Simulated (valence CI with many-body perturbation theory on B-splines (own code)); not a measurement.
Valence orbitals of Tl L

Computed by valence CI with perturbative core correlation (CI+MBPT): four valence electrons over a frozen Dirac-Fock core [Ar] 3d10, radial functions for each j: 11 s, 11 p, 9 d, 7 f, 5 g, 2 h, 1 i, with the one-electron correlation potential Σ1 (screened to all orders), the two-electron term Σ2, the three-electron term Σ3, Breit, model QED; selected single and double excitations, second order for the rest (own B-spline code, finite nucleus).

No measured spectrum was set against this ion. As an estimate, large intervals hold to a few tenths of a per cent, small ones and those within an open d or f shell to about a per cent.

These are the spectroscopic orbitals of the CI (the correlating ones are not listed), shaped by the core and the other valence electrons. h is the expectation value of the core's Dirac-Fock operator, without the valence repulsion; Σ1 is computed up to l = 3 at one energy for each symmetry, that of its lowest orbital but kept below the first core excitation, so for empty shells it is not the orbital's own correlation shift; Breit and QED include the response of the core.

```
Orbital  h (hartree)  Σ1 (cm⁻¹)  Breit (cm⁻¹)  QED (cm⁻¹)  ⟨r⟩ (bohr)
  4s1/2      -116.46     -15338         21117       16068      0.3483
  5s1/2      -70.002      -5639          9510        7424      0.5817
  6s1/2      -46.727      -2751          4975        3974      0.8769
  7s1/2      -33.403      -1574          2965        2383       1.231
  4p1/2       -112.2     -16499         33066        1151      0.3438
  5p1/2      -67.912      -6105         15019         543      0.5831
  6p1/2      -45.564      -3028          7994         298      0.8824
  7p1/2      -32.691      -1747          4808         181       1.241
  4p3/2      -106.14     -13758         18675        2357      0.3651
  5p3/2      -65.045      -5412          8613        1111      0.6101
  6p3/2      -43.982      -2756          5142         611      0.9153
  7p3/2      -31.726      -1613          3116         372       1.280
  4d3/2       -99.69     -16073         14986        -698      0.3511
  5d3/2      -61.948      -6155          7014        -305      0.6046
  6d3/2      -42.261      -3129          3852        -163      0.9171
  4d5/2      -98.395     -14995          9515       -18.6      0.3568
  5d5/2      -61.316      -5747          4280        15.0      0.6116
  6d5/2      -41.905      -2924          2360        14.9      0.9255
  4f5/2      -91.583     -15374          6357        -501      0.3223
  5f5/2       -58.27      -5004          2717        -237      0.5868
  4f7/2      -91.219     -14574          2787        -234      0.3247
  5f7/2      -58.065      -4758          1226        -102      0.5897
  5g7/2      -56.445                      303       -58.5      0.5350
  5g9/2       -56.36                      9.5         1.8      0.5364
```

Among the shells of the start configuration 4s2 4p2, Σ1 is largest in size for 4p1/2, where it is 0.067 % of h.

Lowest root of each symmetry, sizes in configuration state functions:

```csv
J,Parity,Roots,Reference,Variational,Second order,Change by selected CI (cm⁻¹),Change by second order (cm⁻¹)
0,even,7,34,15508,52882,-6969,-1
1,even,10,70,35564,142389,-5529,-4
2,even,15,106,39998,254147,-6304,-17
3,even,11,96,39998,355317,-11476,-37
4,even,6,82,39998,298398,-12041,-32
5,even,2,47,23974,255653,-8062,-25
0,odd,3,16,10321,53087,-8451,-4
1,odd,8,44,29638,148881,-9454,-6
2,odd,10,57,40000,264704,-7207,-7
3,odd,6,53,39996,355653,-9710,-16
4,odd,2,37,23225,303152,-8645,-19
```
